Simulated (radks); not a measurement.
Question: All-electron calculation, non-relativistic Kohn-Sham, r2SCAN, spin-polarised, spherical densities, point nucleus; open shells are filled with parallel spins first; meta-GGA in the generalised Kohn-Sham scheme. Program: a radial shooting solver on a logarithmic mesh with Libxc functionals. Each species is in its NIST ground configuration. Rank C+, Be+, B+, Ne+, F+, N+, Li+, O+ by mean radius of the outermost orbital (bohr), largest first.

Answer: Be+ 2.26, B+ 1.79, C+ 1.49, N+ 1.28, O+ 1.12, F+ 1.02, Ne+ 0.893, Li+ 0.575.
